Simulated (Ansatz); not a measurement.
Reaction (isomerisation): `BOC(O)[SiH3]` → `COBO[SiH3]`

Gas-phase electronic energies from Ansatz, PBE0-D4/def2-TZVP geometries. CCSD(T)/CBS adds triple-zeta CCSD(T) − MP2 to the extrapolated MP2 energy (def2 sets, frozen cores). Functionals use def2-TZVPP. Each species was taken in one conformer, which may not be the lowest.

Question: Is it downhill or uphill in electronic energy at CCSD(T)/CBS, and by how much? (An estimate is asked.)

Answer: The calculation gave: Downhill: ΔE = -307.5 kJ/mol.

Question: What do these levels give: revPBE-D4, PBE0, CCSD/def2-SVP, SCS-MP2/def2-TZVPP, HF/def2-QZVPP, MP2/CBS(def2)? (An estimate is asked.)

Answer: Ansatz gave: revPBE-D4 -281.3, PBE0 -297.6, CCSD/def2-SVP -305.0, SCS-MP2/def2-TZVPP -313.8, HF/def2-QZVPP -334.1, MP2/CBS(def2) -315.2 kJ/mol.

Largest T1 diagnostic among the species: 0.014.

Leaving LDA and LC-ωPBE aside and taking each functional with its dispersion term where it has one, the values, not all of them listed here, spread over 37.4 kJ/mol, from BHLYP-D4 to revPBE-D4. From PBE to PBE0 (25 % exact exchange), in def2-TZVPP and without D4, ΔE moves by −11.0 kJ/mol. At CCSD(T), def2-SVP lies +6.1 kJ/mol from the extrapolated value and def2-TZVPP +1.5 kJ/mol.
